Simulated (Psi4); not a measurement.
silicon monosulfide (SSi), singlet, at a GFN2-xTB geometry, with bond 1-2 at 3.0 times its length; HF/6-31G** run with Psi4.

Input for Psi4:
```
memory 2 GB

molecule {
0 1
  Si    0.00000000    0.00000000   -5.06636667
  S     0.00000000    0.00000000    0.93327807
}

set basis 6-31g**
set stability_analysis check
set scf_type pk

energy('scf')
print_variables()
```

Output, abridged:

```
   => Loading Basis Set <=

    Name: 6-31G**
    Role: ORBITAL
    Keyword: BASIS

         ---------------------------------------------------------
                                   SCF
               by Justin Turney, Rob Parrish, Andy Simmonett
                          and Daniel G. A. Smith
                              RHF Reference
         ---------------------------------------------------------

  ==> Geometry <==

    Molecular point group: c2v
    Full point group: C_inf_v

    Geometry (in Angstrom), charge = 0, multiplicity = 1:

       Center              X                  Y                   Z               Mass
    ------------   -----------------  -----------------  -----------------  -----------------
         SI           0.000000000000     0.000000000000    -3.199737710034    27.976926534650
         S            0.000000000000     0.000000000000     2.799907029966    31.972071174400

  Running in c2v symmetry.

  Rotational constants: A = ************  B =      0.03139  C =      0.03139 [cm^-1]
  Rotational constants: A = ************  B =    940.97326  C =    940.97326 [MHz]
  Nuclear repulsion =   19.757119017363685

  Charge       = 0
  Multiplicity = 1
  Electrons    = 30
  Nalpha       = 15
  Nbeta        = 15

  ==> Algorithm <==

  SCF Algorithm Type is PK.
  DIIS enabled.
  MOM disabled.
  Fractional occupation disabled.
  Guess Type is SAD.
  Energy threshold   = 1.00e-06
  Density threshold  = 1.00e-06
  Integral threshold = 1.00e-12

  ==> Primary Basis <==

  Basis Set: 6-31G**
    Blend: 6-31G**
    Number of shells: 16
    Number of basis functions: 38
    Number of Cartesian functions: 38
    Spherical Harmonics?: false
    Max angular momentum: 2

  ==> Integral Setup <==

  Using in-core PK algorithm.
   Calculation information:
      Number of atoms:                   2
      Number of AO shells:              16
      Number of primitives:             54
      Number of atomic orbitals:        38
      Number of basis functions:        38

      Integral cutoff                 1.00e-12
      Number of threads:                 1

  Performing in-core PK
  Using 549822 doubles for integral storage.
  We computed 5815 shell quartets total.
  Whereas there are 9316 unique shell quartets.

  ==> DiskJK: Disk-Based J/K Matrices <==

    J tasked:                  Yes
    K tasked:                  Yes
    wK tasked:                  No
    Schwarz Cutoff:          1E-12

  Minimum eigenvalue in the overlap matrix is 9.8223876462E-03.
  Reciprocal condition number of the overlap matrix is 2.8270380765E-03.
    Using symmetric orthogonalization.

  ==> Pre-Iterations <==

  SCF Guess: Superposition of Atomic Densities via on-the-fly atomic UHF (no occupation information).

   -------------------------
    Irrep   Nso     Nmo
   -------------------------
     A1        20      20
     A2         2       2
     B1         8       8
     B2         8       8
   -------------------------
    Total      38      38
   -------------------------

  ==> Iterations <==

                        Total Energy        Delta E     RMS |[F,P]|

   @RHF iter SAD:  -685.08208924025359   -6.85082e+02   0.00000e+00
   @RHF iter   1:  -685.33840308956428   -2.56314e-01   2.13737e-02 ADIIS/DIIS
   @RHF iter   2:  -680.53681059348037    4.80159e+00   5.19926e-02 ADIIS/DIIS
   @RHF iter   3:  -681.47106486879966   -9.34254e-01   4.11060e-02 ADIIS/DIIS
   @RHF iter   4:  -685.47989903515065   -4.00883e+00   1.44633e-02 ADIIS/DIIS
   @RHF iter   5:  -681.75709603735868    3.72280e+00   5.45318e-02 ADIIS/DIIS
   @RHF iter   6:  -681.54354048419464    2.13556e-01   4.97532e-02 ADIIS/DIIS
   @RHF iter   7:  -681.57149483183002   -2.79543e-02   5.04978e-02 ADIIS/DIIS
   @RHF iter   8:  -682.37307640019458   -8.01582e-01   6.11581e-02 ADIIS/DIIS
   @RHF iter   9:  -682.77852319583587   -4.05447e-01   6.24224e-02 ADIIS/DIIS
   @RHF iter  10:  -684.10960571867508   -1.33108e+00   4.89493e-02 ADIIS/DIIS
[...]
   @RHF iter  16:  -685.39105779639760    1.73062e-01   2.92858e-02 ADIIS/DIIS
   @RHF iter  17:  -685.12182542997368    2.69232e-01   3.05999e-02 ADIIS/DIIS
   @RHF iter  18:  -685.51625486640762   -3.94429e-01   2.71053e-02 ADIIS/DIIS
   @RHF iter  19:  -685.85823282963474   -3.41978e-01   1.55443e-02 ADIIS/DIIS
   @RHF iter  20:  -685.98213401618455   -1.23901e-01   7.62963e-04 ADIIS/DIIS
   @RHF iter  21:  -685.98137106015918    7.62956e-04   1.44915e-03 ADIIS/DIIS
   @RHF iter  22:  -685.98215620706128   -7.85147e-04   7.22804e-04 ADIIS/DIIS
   @RHF iter  23:  -685.98241727923516   -2.61072e-04   7.39131e-06 DIIS
   @RHF iter  24:  -685.98241726310471    1.61305e-08   9.41506e-06 DIIS
   @RHF iter  25:  -685.98241730875088   -4.56462e-08   1.60878e-07 DIIS
  Energy and wave function converged.

	Presorting SO-basis two-electron integrals.
	Sorting File: SO Ints (nn|nn) nbuckets = 1
	Constructing frozen core operators
	Starting first half-transformation.
	Sorting half-transformed integrals.
	First half integral transformation complete.
	Starting second half-transformation.
	Two-electron integral transformation complete.
	Starting first half-transformation.
	Sorting half-transformed integrals.
	First half integral transformation complete.
	Starting second half-transformation.
	Two-electron integral transformation complete.
    Lowest singlet (RHF->RHF) stability eigenvalues:
      A2 -0.196297       A1 -0.196297       B2 -0.003508       B1 -0.003508
      A2 0.000650        B2 0.003127        B1 0.003127        A1 0.163280
      B2 0.296557        B1 0.296557        B1 0.378133        B2 0.378133
      A1 0.384763        A2 0.384763        B2 0.388106        B1 0.388106
      A1 0.388348        A2 0.404908        A1 0.423933        A2 0.568581

    Lowest triplet (RHF->UHF) stability eigenvalues:
      A1 -0.332244       A2 -0.296542       A1 -0.296542       B2 -0.055526
      B1 -0.055526       B2 -0.035830       B1 -0.035830       A2 0.000650
      A1 0.097254        B1 0.162758        B2 0.162758        A1 0.163211
      B2 0.283415        B1 0.283415        B2 0.324818        B1 0.324818
      A1 0.328820        A2 0.355481        A2 0.404908        A2 0.520696

  ==> Post-Iterations <==

    Orbital Energies [Eh]
    ---------------------

    Doubly Occupied:

[...]
    Virtual:

[...]
    Final Occupation by Irrep:
             A1    A2    B1    B2
    DOCC [     9,    0,    3,    3 ]
    NA   [     9,    0,    3,    3 ]
    NB   [     9,    0,    3,    3 ]

  @RHF Final Energy:  -685.98241730875088

   => Energetics <=

    Nuclear Repulsion Energy =             19.7571190173636850
    One-Electron Energy =                -988.8620656398124993
    Two-Electron Energy =                 283.1225293136978394
    Total Energy =                       -685.9824173087508825

Computation Completed

Properties will be evaluated at   0.000000,   0.000000,   0.000000 [a0]

Properties computed using the SCF density matrix

 Multipole Moments:

 ------------------------------------------------------------------------------------
     Multipole            Electronic (a.u.)      Nuclear  (a.u.)        Total (a.u.)
 ------------------------------------------------------------------------------------

 L = 1.  Multiply by 2.5417464519 to convert [e a0] to [Debye]
 Dipole X            :          0.0000000            0.0000000            0.0000000
 Dipole Y            :          0.0000000            0.0000000            0.0000000
 Dipole Z            :         -4.1971452            0.0041282           -4.1930171
 Magnitude           :                                                    4.1930171

 ------------------------------------------------------------------------------------

  Variable Map:
  ----------------------------------------------------------------------------
[...]
  Array Variable Map:
  ----------------------------------------------------------------------------
[...]
[...]
```
